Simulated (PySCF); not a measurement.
Method: PBE0-D3(BJ)/def2-TZVP (PySCF). All species are isolated molecules in the gas phase. 

Reference species (SMILES): `B` (neutral, multiplicity 1).

The dipole moment is 0.00 D.

Changed species: `IB(I)I` (whole molecule; the reference has whole molecule).

### Question
Predict the effect on the dipole moment.

### Answer
the dipole moment hardly moves.
